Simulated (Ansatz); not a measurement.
`C=C[N]([GeH3])[SiH2]Cl` + `N[SiH3]` → `[SiH3]N[SiH2]Cl` + `C=C[NH][GeH3]`  (ligand exchange at the Si–N bond)

Computed with Ansatz on PBE0-D4/def2-TZVP structures; ΔE is electronic, products minus reactants. CBS: MP2 limit from def2 TZ/QZ plus the TZ coupled-cluster correction, frozen cores. This one scheme is used for every species. DFT in def2-TZVPP. For Ge outer-core shells are correlated without core-valence functions, which leaves a few kJ/mol of doubt a bond. Scalar relativity is left out up to krypton. One conformer a species, not always the lowest.

| level | ΔE (kcal/mol) |
| --- | --- |
| PBE-D4 | -0.7 |
| PBE0-D4 | -0.9 |
| ωB97X-V | -1.0 |
| MP2/def2-TZVPP | 0.8 |
| MP2/def2-QZVPP | 0.9 |
| SCS-MP2/def2-QZVPP | 0.0 |
| HF/CBS(def2) | -4.2 |
| CCSD/CBS(def2) | -0.3 |

Question: What does CCSD(T)/CBS give? (An estimate is asked.)

Answer: Computed: +0.4 kcal/mol. The listed levels differ from it by -1.1, -1.3, -1.4, 0.4, 0.5, -0.4, -4.6, -0.7 kcal/mol.

Largest T1 diagnostic among the species: 0.012.

The D4 term adds +2.1 kcal/mol with B3LYP and +1.2 kcal/mol with PBE0; it sums over pairs of atoms, weighted by their polarisabilities, and B3LYP, whose exchange is more repulsive, gets the larger term. In def2-TZVPP, CCSD(T) changes the Hartree–Fock value by +4.3 kcal/mol (the triples alone add +0.7 kcal/mol) and MP2 by +4.9 kcal/mol.

B3LYP here is the variant with VWN-RPA as its local correlation; programs differ in this.
